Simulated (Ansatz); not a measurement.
Isomers of CH$_{8}$OSiSn, relaxed with PBE0-D4/def2-TZVP in Ansatz; electronic energies, one conformer each and not always the lowest. Functionals use def2-TZVPP; CBS adds triple-zeta CCSD(T) − MP2 to the MP2 limit of def2-TZVPP and def2-QZVPP.

Elements past krypton have def2 core potentials. Outer-core shells of Sn are correlated without core-valence functions. Spin–orbit coupling is left out.

Order them by energy at frozen-core CCSD(T)/CBS, lowest first. (An estimate is asked.)
A. `O[CH]([SiH3])[SnH3]`
B. `[SiH3]C[O][SnH3]`
C. `CO[SiH2][SnH3]`
D. `C[SiH](O)[SnH3]`

D (0.0 kcal/mol), C (24.3 kcal/mol), B (49.8 kcal/mol), A (59.6 kcal/mol).

How do r2SCAN-D4, PBE0-D4, HF/CBS(def2), B2PLYP place them (kcal/mol, against `C[SiH](O)[SnH3]`)? (Best estimate.)

Computed: 
```json
{"isomer": "`CO[SiH2][SnH3]`", "r2SCAN-D4": "24.2", "PBE0-D4": "23.8", "HF/CBS(def2)": "20.0", "B2PLYP": "23.0"}
{"isomer": "`O[CH]([SiH3])[SnH3]`", "r2SCAN-D4": "60.8", "PBE0-D4": "59.9", "HF/CBS(def2)": "61.5", "B2PLYP": "60.1"}
{"isomer": "`[SiH3]C[O][SnH3]`", "r2SCAN-D4": "50.6", "PBE0-D4": "51.3", "HF/CBS(def2)": "46.6", "B2PLYP": "48.7"}
```
